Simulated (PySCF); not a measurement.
A GIAO shielding run with PySCF (density fitting, non-relativistic, gas phase) on `C(/OC=O)=C\[C@H]1CO[SiH2]O1`, C5H8O4Si:

```
$ OMP_NUM_THREADS=1 python probes_run.py task.json out

{"job": {"kind": "nmr", "xc": "PBE0", "basis": "pcSseg-1"}, "charge": 0, "multiplicity": 1}
O      4.217749    -0.124073    -1.225503
C      3.951142    -0.424603    -0.101442
O      2.745427    -0.429203     0.461016
C      1.664090    -0.044821    -0.304372
C      0.440826    -0.038883     0.197694
C     -0.773967     0.355915    -0.581779
C     -1.784787    -0.821286    -0.635878
O     -2.729682    -0.622165     0.370219
Si    -2.732815     0.927090     0.913080
O     -1.426625     1.421701     0.052025
H      4.685207    -0.752922     0.652100
H      1.904034     0.231798    -1.323475
H      0.265589    -0.312904     1.227244
H     -0.490634     0.676573    -1.589404
H     -1.282466    -1.778470    -0.473227
H     -2.290086    -0.842683    -1.606599
H     -3.878504     1.686212     0.444062
H     -2.493258     0.899041     2.345965
```

Hardware: 1 thread of an Arm Neoverse N1, shared host. The job also computes population analyses, field gradients, ring-centre shieldings.

**Question.** How large is the calculation?

**Answer.** 84 electrons, 217 basis functions and 1148 auxiliary functions.

**Question.** How long does it take, and how much memory does it need?

**Answer.** 80 s of wall time, with 15 SCF cycles and 5 response iterations; peak memory 0.96 GiB. Times on a shared host scatter by some tens of per cent.
